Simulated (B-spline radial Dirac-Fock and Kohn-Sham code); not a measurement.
## The K (1s) hole of iodine ions: width and yield against charge

The computed values come from a radial B-spline solver: independent-particle radiative and Coulomb Auger rates from relativistic LDA hole-state orbitals, with Dirac-Fock energies. Tabulated ground configurations, configuration averages; single configurations, so decays that open only by mixing (as 1s 2s² with 1s 2p² in Be-like ions) are missing and such tiny yields are far too low.

| ion | configuration | radiative (eV) | non-radiative (eV) | yield |
| --- | --- | --- | --- | --- |
| I | [Kr] 4d10 5s2 5p5 | 9.18 | 1.22 | 0.883 |
| I⁺ | [Kr] 4d10 5s2 5p4 | 9.18 | 1.22 | 0.883 |
| I²⁺ | [Kr] 4d10 5s2 5p3 | 9.17 | 1.22 | 0.883 |
| I³⁺ | [Kr] 4d10 5s2 5p2 | 9.17 | 1.22 | 0.883 |
| I⁴⁺ | [Kr] 4d10 5s2 5p1 | 9.16 | 1.22 | 0.883 |
| I⁵⁺ | [Kr] 4d10 5s2 | 9.16 | 1.22 | 0.883 |
| I⁶⁺ | [Kr] 4d10 5s1 | 9.16 | 1.22 | 0.883 |
| I⁷⁺ | [Kr] 4d10 | 9.16 | 1.21 | 0.883 |
